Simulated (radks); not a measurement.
Species: Kr4+. Configuration: [Ar] 3d10 4s1 4p3 (not the ground configuration). Calculated with a radial shooting solver on a logarithmic mesh with Libxc functionals: scalar-relativistic Kohn-Sham, PBE, spin-polarised, spherical densities, finite nucleus; open shells are filled with parallel spins first; Fermi nuclear charge, rms radius 4.1884 fm.

Normalised radial functions P(r) = r R(r), r in bohr:

```
   r/bohr * 4s up (the largest magnitude, 0.958, reaches the edge; | marks zero)
 0.003472                             | *
 0.004521                             | *
 0.005839                             |  *
 0.007604                             |   *
 0.009822                             |   *
  0.01279                             |    *
  0.01652                             |    *
  0.02151                             |    *
  0.02801                             |    *
  0.03618                             |   *
  0.04712                             |*
  0.06086                           * |
  0.07925                        *    |
   0.1024                     *       |
   0.1333                    *        |
   0.1736                       *     |
   0.2242                             |*
    0.292                             |        *
   0.3771                             |             *
   0.4911                             |          *
   0.6344                             *
    0.826               *             |
    1.076    *                        |
    1.389  *                          |
    1.809         *                   |
    2.337                   *         |
    3.043                          *  |
    3.931                            *|
    5.119                             *
```

4s up: eigenvalue -75.724 eV, 3 radial nodes at r = 0.0530, 0.216, 0.640 bohr, <r> = 1.42 bohr, 90 % of the charge inside 2.05 bohr.
